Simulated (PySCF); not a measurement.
Species: BCl3.
InChI=1S/BCl3/c2-1(3)4

Computed with PBE0-D3(BJ)/def2-SVP geometry optimisation, gas phase in PySCF 2.14.0.

Masses are those of the commonest isotopes; rigid-rotor values at the optimised geometry. 

(1) What are A, B and C (MHz)?

(2) Classify the top.

(3) What does the inertial defect say?

Answers

(1) Ia = 159.02, Ib = 159.31, Ic = 318.33 u·Å²; 505379 MHz·u·Å²/I gives A = 3178, B = 3172, C = 1588 MHz.

(2) An oblate symmetric top, as the point group D3h requires two equal moments; the computed ones differ by 0.18 % because the geometry is symmetric only within the optimiser's tolerance. Ray's parameter κ = (2B − A − C)/(A − C) = 0.993; −1 is the prolate and +1 the oblate limit.

(3) Planar: Δ = Ic − Ia − Ib = 0.00 u·Å². For a rigid frame Δ = −2 Σ m c², so it vanishes when all atoms lie in the ab plane; here none is more than 0.01 Å from it.

The point group D3h allows no dipole (computed: 0.00 D), so a rigid rotor has no electric-dipole lines.

**Question.** Estimate the classical rotational partition function at 100 K, 200 K and 500 K.

**Answer.** Point group D3h, symmetry number σ = 6; q = (√π/σ)·√((kT/h)³/(ABC)), k/h = 20836.6 MHz/K: 7020 at 100 K, 19900 at 200 K, 78500 at 500 K.

Not checked by PBE0-D3(BJ)/def2-SVP frequencies. Zero-point vibration and centrifugal distortion are left out.
